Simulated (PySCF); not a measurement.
# SnBr2, singlet: data card

Computed with PySCF, BP86, basis Sn def2-TZVP with ECP28, Br def2-TZVP (scalar-relativistic core potentials, no spin–orbit coupling, density fitting).

The structure is a minimum.

Coordinates in bohr (charge 0 multiplicity 1):
```
Sn    0.0000    0.0000   -1.7458
Br    3.7093    0.0000    1.3297
Br   -3.7093    0.0000    1.3297
```

```json
{
 "Point group": "C2v",
 "Bond lengths": "Sn–Br 2.550 Å (×2)",
 "Bond angles": "Br–Sn–Br 100.7°",
 "Principal polarisabilities": "55.0, 83.9, 113.9 bohr³",
 "Lowest empty level": "-4.07 eV",
 "Principal quadrupole moments (Buckingham, traceless) about the centre of mass": "-8.10, 3.60, 4.50 D Å",
 "Highest occupied level": "-6.85 eV",
 "Rotational symmetry number": "2",
 "Dipole moment": "2.96 D",
 "Heat capacity Cp at 298.15 K": "56.5 J/(mol K)",
 "Rotational constants": "0.0934, 0.02772, 0.02138 cm⁻¹",
 "Entropy at 298.15 K and 1 bar": "330.5 J/(mol K)",
 "Atomisation energy without zero-point energy": "715 kJ/mol",
 "Enthalpy at 298.15 K above 0 K": "14.69 kJ/mol",
 "Zero-point energy": "3.2 kJ/mol"
}
```

Harmonic modes (masses in u: Sn 119.902, Br 78.918):
```tsv
symmetry	ω (cm⁻¹)	IR (km/mol)	μ (u)	type
a1	74	0.7	84.33	bend
b2	226	53.8	92.82	stretch
a1	233	18.5	90.72	stretch
```

In C2v the vibrations span 2a1 + b2. Here b1 is antisymmetric to the molecular plane and b2 lies in it.

Charges (e):
```csv
atom,Mulliken,Löwdin,polar tensor,Mayer order to Sn1
Sn1,0.64,0.04,1.07,–
"Br2,3",-0.32,-0.02,-0.53,1.09
```

Mulliken populations on Sn1 (electrons outside its core potential): s 3.90, p 7.28, d 10.14, f 0.03.

Counting electrons, tin keeps 2 of its valence electrons outside its bonds, so the VSEPR class is AX2E1 and the expected shape is bent (C2v), as computed.

The final relaxation and frequency run took about 2.1 core-minutes on a shared host.
